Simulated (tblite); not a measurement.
Species: C₇H₁₃N₃.
SMILES with atom numbers: `[CH3:1][c:2]1[cH:3][n:4][n:5]([C:6]([CH3:7])([CH3:8])[CH3:9])[n:10]1` (hydrogens: H11, H12, H13 on C1; H14 on C3; H15, H16, H17 on C7; H18, H19, H20 on C8; H21, H22, H23 on C9)

Structure optimised with GFN2-xTB, isolated species.

Question: Give the optimised bond lengths and angles.

Answer: 
```csv
bond,length (Å),order
C1–C2,1.484,single
C2–C3,1.400,aromatic
C3–N4,1.325,aromatic
N4–N5,1.308,aromatic
N5–C6,1.450,single
"C6–C7, C6–C8, C6–C9",1.528,single
N5–N10,1.311,aromatic
C2–N10,1.330,aromatic
"C1–H11, C1–H12, C1–H13",1.088,single
C3–H14,1.070,single
C7–H15 and 8 like bonds,1.087,single
```

Bonds in one row agree within 0.01 Å and their mean is given. Orders are formal, as drawn. A selection of angles:
```csv
angle,degrees
C2–C1–H11,110.2
H11–C1–H12,108.6
H11–C1–H13,108.3
C1–C2–C3,129.6
C1–C2–N10,123.3
C3–C2–N10,107.1
C2–C3–N4,108.2
C2–C3–H14,130.1
N4–C3–H14,121.7
C3–N4–N5,104.8
N4–N5–C6,122.7
N4–N5–N10,114.8
C6–N5–N10,122.5
N5–C6–C7,108.1
C7–C6–C8,111.2
C6–C7–H15,110.1
H15–C7–H16,109.3
H15–C7–H17,108.4
C2–N10–N5,105.2
```

Torsions: N4–N5–C6–C7 149° (anticlinal). The mirror-image conformer, all signs reversed, is as good.

N4 (pyridine-type nitrogen) is bent (angle 104.8°). The 3 C–N bonds span 1.325 Å (C3–N4, aromatic) to 1.450 Å (N5–C6, drawn single), a spread of 0.125 Å. The 5-membered ring C2–C3–N4–N5–N10 has internal angles of 104.8° to 114.8° (sum 540°, against 540° for a flat polygon); it is planar, 0.00 Å rms from its mean plane, widest ring torsion 1°. The 5 C–C bonds span 1.400 Å (C2–C3, aromatic) to 1.532 Å (C6–C9, drawn single), a spread of 0.132 Å. N5 (pyrrole-type nitrogen) is planar (angles 122.7°, 122.5° and 114.8°, sum 359.9°, 0.02 Å off the plane of its three neighbours). Of the pairs four or more bonds apart, N4···H18 is among the closest relative to their van der Waals radii: 2.48 Å, 90 % of the sum of Bondi's values.

Point group: C1 (no symmetry element, even within 0.4 Å). GFN2-xTB frequencies show an imaginary mode (22i cm⁻¹), so the point is no minimum at that level.

These are computed values.
